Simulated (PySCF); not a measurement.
**BrF3: from structure and modes to constants**

Computed with PySCF, PBE, basis Br def2-TZVP, F def2-TZVP (no relativity, density fitting).

The singlet minimum has C2v symmetry. Masses (u): Br 78.91834, F 18.99840.

```xyz
4
charge 0 multiplicity 1, angstrom
Br    0.0000    0.0000   -0.2710
F     0.0000    0.0000    1.4973
F     1.8475    0.0000   -0.1842
F    -1.8475    0.0000   -0.1842
```

Harmonic wavenumbers (cm⁻¹): 203.4 (a1, ×1), 233.0 (b1, ×1), 312.6 (b2, ×1), 516.2 (a1, ×1), 589.4 (b2, ×1), 624.4 (a1, ×1).

**Question.** Find the principal moments of inertia and the rotational constants. What kind of rotor is it?

**Answer.** About the centre of mass I = 49.681, 129.7, 179.38 u Å². With B = 16.8576/I this gives 0.3393, 0.13, 0.09398 cm⁻¹. The molecule is an asymmetric top with κ = -0.71.

**Question.** What is the harmonic zero-point energy?

**Answer.** Half the sum of all 6 wavenumbers, 2479/2 = 1239 cm⁻¹, which is 14.8 kJ/mol (1 cm⁻¹ = 0.0119627 kJ/mol).

**Question.** Give the standard entropy (298.15 K, 1 bar) by its translational, rotational, vibrational and spin parts, and Cp.

**Answer.** Sackur–Tetrode with M = 135.91 u gives 170.1; rotation with symmetry number 2 gives 100.8; vibration 28.5; spin R ln 1 = 0.0. The total is 299.4 J/(mol K), and Cp = 4 R + 35.7 = 68.9 J/(mol K).
